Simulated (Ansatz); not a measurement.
Relaxation of C3H2Na (6 atoms, charge 1, multiplicity 1), to a largest force component of 0.02 eV/Å in at most 40 steps.

Method: RKS PBE0/cc-pVDZ in Ansatz.

```xyz
6
Properties=species:S:1:pos:R:3
C 0.229 1.202 0.392
C -0.010 -0.043 -0.013
C -0.230 -1.214 -0.396
Na -0.647 -3.403 -1.113
H 0.790 1.401 1.297
H -0.132 2.056 -0.167
```

Q: Where does it end, and by what steps?

A: The run converged. Limits of this set-up: the dipole of an ion depends on the origin. After 5 steps the energy has fallen by 0.030 eV; Na4 moved furthest, 0.06 Å.

| step | energy less start (eV) | largest force component (eV/Å) | accepted |
| --- | --- | --- | --- |
| 0 | 0.0000 | 1.328 | yes |
| 1 | -0.0219 | 0.341 | yes |
| 2 | -0.0242 | 0.283 | yes |
| 3 | -0.0239 | 0.238 | no |
| 4 | -0.0297 | 0.031 | yes |
| 5 | -0.0297 | 0.018 | yes |

```xyz
6
Properties=species:S:1:pos:R:3
C 0.232 1.217 0.398
C -0.007 -0.031 -0.010
C -0.233 -1.220 -0.399
Na -0.658 -3.461 -1.132
H 0.801 1.415 1.315
H -0.135 2.079 -0.173
```

Time of the run: 11 s on 1 thread of Arm Neoverse V1, on a shared host, peak memory 0.11 GiB.
